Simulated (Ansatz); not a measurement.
The cluster B₄H₃. Total charge 0; doublet. Geometry relaxed at B3LYP-D4/def2-TZVP.

```xyz
7

B     0.9068    0.3135    0.3616
B     0.9671    0.0298   -1.1307
B    -0.5147   -0.1779   -0.2053
B    -0.1435    0.2552    1.4591
H     1.1749   -0.1454   -2.2711
H    -1.5583   -0.5385   -0.6214
H    -0.8321    0.2633    2.4078
```

The structure comes from a short search, and lower isomers may exist.

(1) Estimate the harmonic wavenumbers at UKS B3LYP-D4/def2-TZVP (Ansatz, unscaled). Is this a minimum?

## Answers

(1) 185, 513, 552, 655, 670, 675, 725, 784, 786, 852, 1052, 1324, 2724, 2802, 2805 cm⁻¹. Yes, no mode is imaginary beyond noise. Zero-point energy 102.3 kJ/mol. Run time 43 s (4 threads of Arm Neoverse V1 on a shared host).
